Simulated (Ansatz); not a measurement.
Consider the redistribution: `CN[SiH3]` + `[SiH3][GaH2]` → `CN[SiH2][GaH2]` + SiH₄.

Calculated with Ansatz (gas phase, PBE0-D4/def2-TZVP geometries, no zero-point term in ΔE). CCSD(T)/CBS is the MP2 limit (def2-TZVPP, def2-QZVPP) plus CCSD(T) − MP2 in def2-TZVPP, frozen cores. This one scheme is used for every species. Functionals use def2-TZVPP. B3LYP here is the variant with VWN-RPA as its local correlation; programs differ in this. HSE06 is defined as in plane-wave codes. For Ga outer-core shells are correlated without core-valence functions, which leaves a few kJ/mol of doubt a bond. Scalar relativity is left out up to krypton. One conformer a species, not always the lowest.

| level | ΔE (kJ/mol) | difference from CCSD(T)/CBS |
| --- | --- | --- |
| LDA (SPW92) | 3.0 | -0.1 |
| PBE-D4 | 2.4 | -0.7 |
| revPBE-D4 | 1.6 | -1.5 |
| BLYP-D4 | 1.0 | -2.1 |
| r2SCAN-D4 | 4.0 | 0.9 |
| B97M-V | 5.1 | 2.0 |
| PBE0-D4 | 3.7 | 0.6 |
| B3LYP-D4 | 2.3 | -0.8 |
| r2SCANh-D4 | 4.3 | 1.2 |
| r2SCAN0-D4 | 4.8 | 1.7 |
| HSE06-D4 | 3.8 | 0.7 |
| BHLYP-D4 | 3.5 | 0.4 |
| CAM-B3LYP-D4 | 3.1 | 0.0 |
| ωB97X-V | 3.9 | 0.8 |
| ωB97M-V | 3.7 | 0.6 |
| B2PLYP | 4.3 | 1.2 |
| PBE-QIDH | 4.7 | 1.6 |
| revPBE | 4.9 | 1.8 |
| BLYP | 4.4 | 1.3 |
| r2SCAN | 4.6 | 1.5 |
| PBE0 | 5.5 | 2.4 |
| r2SCANh | 5.0 | 1.9 |
| r2SCAN0 | 5.6 | 2.5 |
| HSE06 | 5.5 | 2.4 |
| BHLYP | 6.2 | 3.1 |
| CAM-B3LYP | 5.0 | 1.9 |
| LC-ωPBE | 5.3 | 2.2 |
| RPA@PBE/def2-TZVPP | 3.0 | -0.1 |
| HF/def2-SVP | 7.9 | 4.8 |
| MP2/def2-SVP | 4.5 | 1.4 |
| CCSD/def2-SVP | 5.5 | 2.4 |
| CCSD(T)/def2-SVP | 4.7 | 1.6 |
| HF/def2-TZVPP | 7.8 | 4.7 |
| MP2/def2-TZVPP | 2.6 | -0.5 |
| SCS-MP2/def2-TZVPP | 3.2 | 0.1 |
| CCSD/def2-TZVPP | 4.1 | 1.0 |
| MP2/def2-QZVPP | 2.6 | -0.5 |
| SCS-MP2/def2-QZVPP | 3.3 | 0.2 |
| MP2/CBS(def2) | 2.4 | -0.7 |
| CCSD/CBS(def2) | 4.0 | 0.9 |
| CCSD(T)/CBS | 3.1 | 0 |

Largest T1 diagnostic among the species: 0.013.

Leaving LDA and LC-ωPBE aside and taking each functional with its dispersion term where it has one, the values spread over 4.2 kJ/mol, from BLYP-D4 to B97M-V. In def2-TZVPP, CCSD(T) changes the Hartree–Fock value by −4.6 kJ/mol (the triples alone add −0.9 kJ/mol) and MP2 by −5.3 kJ/mol.
